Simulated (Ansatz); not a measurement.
Steps of a relaxation of CH₈N₂Sn (`N[CH2][SnH2][NH2]`) with RKS PBE-D4/def2-SVP.

```sh
$ ansatz run in.yaml --threads 4 --pin off --events-out ev --progress --plain --max-ram 10444MiB
```

```yaml
crystal:
  periodic: [false, false, false]
  atoms:
    - {symbol: N, position_ang: [-1.633100, 0.494400, 0.107400]}
    - {symbol: C, position_ang: [-0.412200, 1.017200, -0.423700]}
    - {symbol: Sn, position_ang: [1.159400, -0.162400, 0.363500]}
    - {symbol: N, position_ang: [0.966200, -2.127300, -0.132900]}
    - {symbol: H, position_ang: [-2.435500, 1.120300, -0.341600]}
    - {symbol: H, position_ang: [-1.697000, 0.737000, 1.123900]}
    - {symbol: H, position_ang: [-0.227500, 2.087200, -0.138900]}
    - {symbol: H, position_ang: [-0.358900, 0.945000, -1.536200]}
    - {symbol: H, position_ang: [2.718500, 0.403900, -0.245900]}
    - {symbol: H, position_ang: [1.215400, -0.004600, 2.143900]}
    - {symbol: H, position_ang: [0.807600, -2.170600, -1.149400]}
    - {symbol: H, position_ang: [-0.026000, -2.395400, 0.263800]}
basis:
  gaussian: {orbitals: def2-SVP}
hamiltonian: {xc: pbe, dispersion: d4}
relax: {f_tol: 0.03, max_steps: 200}
```

Positions (Å) and forces (eV/Å) along the path, 9 of 9 steps:

```xyz
12
step=1 energy=-9969.0822 eV
N    -1.633    0.494    0.107   -3.037    1.300   -0.470
C    -0.412    1.017   -0.424    0.495    1.183   -0.169
Sn    1.159   -0.162    0.363    1.539    0.648    0.822
N     0.966   -2.127   -0.133   -2.191   -1.297    0.852
H    -2.436    1.120   -0.342    1.412   -1.599    1.150
H    -1.697    0.737    1.124    0.041   -0.183   -0.606
H    -0.228    2.087   -0.139    0.212   -0.003   -0.343
H    -0.359    0.945   -1.536   -0.129   -0.023    0.203
H     2.719    0.404   -0.246   -0.253   -0.176    0.094
H     1.215   -0.005    2.144   -0.129   -0.161   -0.566
H     0.808   -2.171   -1.149    0.056   -0.057   -0.177
H    -0.026   -2.395    0.264    1.984    0.368   -0.790
12
step=2 energy=-9969.4055 eV
N    -1.707    0.592    0.134   -0.868    0.580   -0.052
C    -0.445    1.103   -0.382    0.211    0.334   -0.337
Sn    1.240   -0.128    0.340   -0.482   -0.295   -0.084
N     1.009   -2.165   -0.080   -0.890   -0.293   -0.312
H    -2.519    1.115   -0.305    0.851   -0.582    0.341
H    -1.789    0.838    1.137    0.071   -0.144   -0.176
H    -0.233    2.193   -0.199    0.041   -0.191   -0.005
H    -0.400    0.966   -1.486   -0.121    0.034    0.052
H     2.785    0.318   -0.279    0.073    0.055   -0.018
H     1.133   -0.129    2.045    0.112    0.081    0.400
H     0.961   -2.284   -1.113    0.136    0.022    0.314
H     0.043   -2.475    0.222    0.867    0.398   -0.124
12
step=3 energy=-9969.4638 eV
N    -1.678    0.591    0.144   -0.311    0.265    0.051
C    -0.443    1.124   -0.427    0.128    0.008    0.017
Sn    1.190   -0.142    0.375   -0.131   -0.112   -0.318
N     0.987   -2.176   -0.082   -0.294    0.007   -0.284
H    -2.503    1.069   -0.261    0.164   -0.135   -0.008
H    -1.725    0.829    1.146    0.048   -0.071   -0.023
H    -0.215    2.208   -0.241   -0.035   -0.118    0.020
H    -0.453    0.995   -1.533    0.058   -0.073    0.119
H     2.737    0.313   -0.240    0.130    0.032   -0.004
H     1.150   -0.107    2.101   -0.029    0.046    0.093
H     1.012   -2.311   -1.112    0.098    0.116    0.286
H     0.017   -2.449    0.164    0.175    0.035    0.051
12
step=4 energy=-9969.4692 eV
N    -1.667    0.598    0.157   -0.082   -0.082   -0.050
C    -0.428    1.127   -0.413   -0.107   -0.236    0.411
Sn    1.204   -0.145    0.370   -0.111   -0.022   -0.175
N     0.967   -2.169   -0.087   -0.162    0.028   -0.185
H    -2.497    0.987   -0.307   -0.018    0.047   -0.129
H    -1.771    0.869    1.141    0.128    0.015    0.099
H    -0.210    2.198   -0.208    0.067    0.188   -0.046
H    -0.436    0.988   -1.508    0.036   -0.020   -0.177
H     2.750    0.311   -0.262    0.101   -0.001    0.009
H     1.177   -0.101    2.100   -0.007    0.032    0.047
H     0.988   -2.290   -1.116    0.069    0.042    0.156
H    -0.001   -2.428    0.167    0.085    0.009    0.039
12
step=5 energy=-9969.4716 eV
N    -1.698    0.594    0.146    0.274    0.079    0.126
C    -0.444    1.113   -0.397   -0.045   -0.147   -0.246
Sn    1.208   -0.136    0.354   -0.087   -0.054    0.082
N     0.956   -2.153   -0.096    0.028    0.030   -0.022
H    -2.505    1.070   -0.282   -0.002    0.003    0.022
H    -1.739    0.809    1.149   -0.144   -0.005    0.057
H    -0.214    2.197   -0.244   -0.040    0.009    0.058
H    -0.437    0.937   -1.492    0.042    0.076   -0.092
H     2.784    0.303   -0.232   -0.052    0.002   -0.014
H     1.160   -0.078    2.087    0.017    0.005    0.040
H     1.011   -2.284   -1.118   -0.008   -0.021    0.009
H    -0.006   -2.427    0.159    0.018    0.023   -0.018
12
step=6 energy=-9969.4807 eV
N    -1.686    0.607    0.169    0.009    0.012   -0.035
C    -0.443    1.110   -0.409    0.001   -0.012    0.020
Sn    1.194   -0.145    0.364    0.007   -0.008   -0.015
N     0.963   -2.162   -0.097   -0.012    0.016   -0.013
H    -2.502    1.046   -0.279   -0.002   -0.011    0.009
H    -1.747    0.862    1.163    0.010    0.006    0.012
H    -0.210    2.193   -0.247    0.005   -0.002   -0.001
H    -0.448    0.945   -1.507   -0.010   -0.002    0.003
H     2.761    0.305   -0.235   -0.015   -0.006    0.006
H     1.156   -0.084    2.098   -0.008    0.005    0.002
H     1.043   -2.296   -1.116    0.010    0.007    0.011
H    -0.005   -2.436    0.131    0.005   -0.004    0.002
12
step=7 energy=-9969.4811 eV
N    -1.686    0.614    0.179    0.010    0.004    0.012
C    -0.444    1.106   -0.412   -0.002    0.001   -0.004
Sn    1.191   -0.147    0.365   -0.016   -0.006    0.006
N     0.967   -2.162   -0.102   -0.005    0.004   -0.009
H    -2.504    1.049   -0.269   -0.001    0.000   -0.002
H    -1.739    0.883    1.170    0.002   -0.006    0.000
H    -0.205    2.189   -0.263    0.003    0.000   -0.004
H    -0.457    0.929   -1.508   -0.003    0.001   -0.003
H     2.759    0.305   -0.225    0.006    0.000   -0.001
H     1.140   -0.087    2.100   -0.003    0.002   -0.002
H     1.057   -2.292   -1.121    0.005    0.000    0.005
H    -0.001   -2.442    0.119    0.004   -0.001    0.001
12
step=8 energy=-9969.4815 eV
N    -1.685    0.628    0.197    0.009    0.010    0.045
C    -0.448    1.102   -0.418   -0.002    0.021   -0.029
Sn    1.182   -0.151    0.366   -0.009   -0.002    0.019
N     0.975   -2.164   -0.109   -0.002   -0.008   -0.015
H    -2.508    1.060   -0.247    0.000    0.006   -0.007
H    -1.722    0.913    1.184   -0.003   -0.016   -0.026
H    -0.200    2.186   -0.292   -0.005   -0.017   -0.003
H    -0.476    0.905   -1.511   -0.001    0.001    0.015
H     2.756    0.304   -0.205    0.013    0.005   -0.003
H     1.108   -0.091    2.100   -0.001    0.001   -0.007
H     1.089   -2.293   -1.125   -0.003   -0.002    0.013
H     0.006   -2.454    0.093    0.006    0.001   -0.002
12
step=9 energy=-9969.4817 eV
N    -1.684    0.634    0.205    0.002    0.011    0.017
C    -0.450    1.099   -0.423   -0.004    0.017   -0.025
Sn    1.179   -0.153    0.366   -0.009    0.006    0.008
N     0.979   -2.166   -0.113    0.002   -0.006   -0.005
H    -2.509    1.068   -0.234    0.006    0.002   -0.002
H    -1.712    0.923    1.191   -0.002   -0.009   -0.011
H    -0.197    2.184   -0.306   -0.006   -0.017   -0.001
H    -0.486    0.895   -1.514    0.001   -0.001    0.018
H     2.756    0.308   -0.193    0.005   -0.001   -0.001
H     1.090   -0.091    2.099    0.002   -0.005   -0.004
H     1.101   -2.296   -1.128   -0.003    0.000    0.006
H     0.010   -2.460    0.084    0.005    0.004   -0.001
```

It took 11 s on 4 threads of an Arm Neoverse V2 on a shared host, with 0.15 GiB of host memory at the peak.
